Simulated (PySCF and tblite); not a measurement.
Results of a calculation; reference values are marked as such.
C7H7FO, numbered as in [CH3:1][O:2][c:3]1[cH:4][cH:5][cH:6][cH:7][c:8]1[F:9].

The ensemble was built from 90 distance-geometry starts (ETKDG and KDG, MMFF94s, GFN2-xTB) and rests on PBE0-D3(BJ)/def2-SVP geometries. Free energies are PBE0-D3(BJ)/def2-SVPD (IEF-PCM, chloroform) single points with GFN2-xTB rigid-rotor and vibrational terms (modes under about 100 cm⁻¹ blended into free rotors). Symmetry numbers and mirror images are counted. Conformers within 3 kcal/mol (GFN2-xTB free energy) were kept, 8 at most. Programs: PySCF with density fitting and tblite.

Torsions listed: C1–O2–C3–C4. Of a mirror pair one member is shown.

| conformer | shape | symmetry | dipole D |
| --- | --- | --- | --- |
| 1 | 1° | Cs | 3.00 |
| 2 | 150° | C1 (pair) | 0.88 |

Problem. Which of these conformers is the most populated at 298.15 K, and with what share?

Solution. Conformer 1, about 99 %.

Problem. Give the DFT energies and free energies relative to the lowest, and all weights.

Solution. 
```csv
conformer,shape,E(DFT) kcal/mol,G(298.15 K) kcal/mol,weight %
1,1°,0.00,0.00,98.7
2,150°,2.88,2.58,1.3
```

Problem. How does its share change from 220 K to 380 K?

Solution. From 100 % to 97 %; the mixing entropy goes from 0.04 to 0.35 cal/(mol K).

Thermal terms of a conformer that GFN2-xTB lacks, or places elsewhere, come from the nearest GFN2-xTB minimum; such a conformer stays in the set even outside the window.
